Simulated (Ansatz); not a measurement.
CSi (SMILES [C]=[Si]), triplet (typed; the unrestricted solution is spin-contaminated), geometry from GFN2-xTB.

The Ansatz (an electronic-structure program) input:
Ansatz 0.2 input:
```yaml
crystal:
  periodic: [false, false, false]
  atoms:
    - {symbol: Si, position_ang: [-0.00000000, -0.00000000, -0.51650348]}
    - {symbol: C, position_ang: [0.00000000, 0.00000000, 1.20517479]}
basis:
  gaussian:
    orbitals: STO-3G
hamiltonian:
  xc: {name: wB97X}
magnetization: {spin_polarized: true, initial_magnetization: 2}
accuracy: high
```

Q: What does this run give for the total energy, <S^2>, number of basis functions?

A: 
- total energy = -323.4672 Eh
- <S^2> = 2.168
- number of basis functions = 14
